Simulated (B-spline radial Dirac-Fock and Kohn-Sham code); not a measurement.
## Dipole and non-dipole photoemission parameters of I⁴⁺ 4s

System: iodine as I⁴⁺ in the configuration [Kr] 4d10 5s2 5p1; threshold 238.2 eV (orbital energy of the model). Level of theory: Dirac-Hartree-Slater photoionisation with a Latter tail; cross sections with all multipoles, angular parameters from the dipole term and its interference with E2; a radial finite-basis atomic code.

The run's input, task.json:

```json
{"items": [{
  "Z": 53,
  "q": 4,
  "cfg": [[1, 0, 2], [2, 0, 2], [2, 1, 6], [3, 0, 2], [3, 1, 6], [3, 2, 10], [4, 0, 2], [4, 1, 6], [4, 2, 10], [5, 0, 2], [5, 1, 1]],
  "A": 127,
  "rrms": 4.75,
  "do": "xps",
  "hv": [53.7, 54.8, 60, 61.7, 69.2, 80, 150, 157.0, 160.0, 206.0, 294.0, 313.0, 400, 492.0, 800, 937.0, 1140.0, 1670.0, 2930.0, 3380.0, 4170.0, 4710.0, 5414.7, 6000, 7020.0, 7040.0, 8320.0, 9251.7, 10300.0, 11000.0]
}]}
```

Launch: `python xray2_run.py task.json out`

```tsv
hν (eV)	σ (kb)	β	γ
294	127	1.960	0.357
313	120	1.963	0.372
400	92.0	1.971	0.394
492	71.6	1.975	0.386
800	?	?	?
937	28.3	1.983	0.259
1140	20.5	1.985	0.196
1670	10.7	1.987	0.064
2930	3.90	1.989	-0.088
3380	2.99	1.989	-0.105
4170	2.01	1.990	-0.103
4710	1.59	1.990	-0.085
5414.7	1.21	1.990	-0.047
6000	0.983	1.990	-0.005
7020	0.716	1.990	0.082
7040	0.712	1.990	0.084
8320	0.505	1.990	0.207
9251.7	0.404	1.990	0.302
10300	0.322	1.990	0.412
11000	0.280	1.990	0.487
```

Question: Give the values at 800 eV.

Answer: σ = 36.0 kb, β = 1.982, γ = 0.302. For an s subshell δ is negligible.

Values without a named source are computed, but for edge energies of neutral atoms, which are taken from tables.
